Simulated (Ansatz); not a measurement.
vanadium atom (V), quartet (typed; the unrestricted solution is spin-contaminated). Base run: R2SCAN/cc-pVDZ (Ansatz, a first-principles code).

The Ansatz input:
Ansatz 0.2 input:
```yaml
crystal:
  periodic: [false, false, false]
  atoms:
    - {symbol: V, position_ang: [0.00000000, 0.00000000, 0.00000000]}
basis:
  gaussian:
    orbitals: cc-pVDZ
hamiltonian:
  xc: r2scan
magnetization: {spin_polarized: true, initial_magnetization: 3}
```

The base run was repeated with changes; each row names its change, and settings that it needs were set with it.

```tsv
change	E (Eh)	<S^2>	core-seconds (rough)
base	-943.86841	4.269	30
functional = blyp; dispersion = d3bjatm	-943.93593	4.236	20
functional = revpbe	-943.79691	4.356	10
functional = b3lyp5	-943.83924	4.020	20
functional = hse06	-943.68769	4.091	20
functional = wB97M-V	-943.84816	3.879	20
functional = SVWN5	-941.73762	4.330	6
functional = wB97X-V	-943.76678	3.976	20
functional = wB97X	-943.89742	3.920	8
functional = B97M-V	-943.67046	3.990	20
functional = cam_b3lyp	-943.94637	3.969	5
functional = pbe	-943.66309	4.329	10
functional = BHLYP	-943.89946	3.754	2
```

Totals shift with the method and basis; they matter in differences.
